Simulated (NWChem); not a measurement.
Species: germanium monotelluride (GeTe, singlet); SMILES [Ge]=[Te]

```xyz
2

Ge     0.0000     0.0000     1.4706
Te     0.0000     0.0000    -0.9050
```
Atoms are numbered in this order, from 1.

Program: NWChem. Low-valent species are run as closed-shell singlets; no triplet was tried in these runs. Geometry: optimised at PBE-D3(BJ)/def2-SVP. def2 effective core potentials on Te; no spin-orbit coupling.

**Question.** What does the run give for BLYP/def2-SVP? Quantities: highest occupied level (eV); orbital gap (eV); dipole (D).

**Answer.** 
| Property | Result |
|---|---|
| highest occupied level (eV) | -5.84 |
| orbital gap (eV) | 2.75 |
| dipole (D) | 1.00 |
